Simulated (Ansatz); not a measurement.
Gas-phase electronic energies from Ansatz, PBE0-D4/def2-TZVP geometries. CCSD(T)/CBS adds triple-zeta CCSD(T) − MP2 to the extrapolated MP2 energy (def2 sets, frozen cores). This one scheme is used for every species. DFT in def2-TZVPP. B3LYP here is the variant with VWN-RPA as its local correlation; programs differ in this. Elements past krypton have def2 core potentials. For Sn outer-core shells are correlated without core-valence functions, which leaves a few kJ/mol of doubt a bond. Each species was taken in one conformer, which may not be the lowest.

Reaction (ligand exchange at the Sn–N bond): `[NH2][SnH3]` + `N[SiH](O)F` → `N[SiH](F)[O][SnH3]` + NH₃

```json
{"level": "PBE-D4", "ΔE (kcal/mol)": "-11.3"}
{"level": "B3LYP-D4", "ΔE (kcal/mol)": "-12.6"}
{"level": "B2PLYP", "ΔE (kcal/mol)": "-11.6"}
{"level": "PBE", "ΔE (kcal/mol)": "-10.2"}
{"level": "r2SCAN", "ΔE (kcal/mol)": "-12.0"}
{"level": "SCS-MP2/def2-TZVPP", "ΔE (kcal/mol)": "-12.1"}
{"level": "CCSD/def2-TZVPP", "ΔE (kcal/mol)": "-11.9"}
{"level": "HF/def2-QZVPP", "ΔE (kcal/mol)": "-12.8"}
```

(1) What does CCSD(T)/CBS give? (Best estimate.)

Largest T1 diagnostic among the species: 0.013.

## Answers

(1) Ansatz gave: -12.7 kcal/mol. The listed levels differ from it by 1.4, 0.1, 1.1, 2.5, 0.7, 0.6, 0.8, -0.1 kcal/mol.

The D4 term adds −1.6 kcal/mol with B3LYP and −1.0 kcal/mol with PBE0; it sums over pairs of atoms, weighted by their polarisabilities, and B3LYP, whose exchange is more repulsive, gets the larger term.
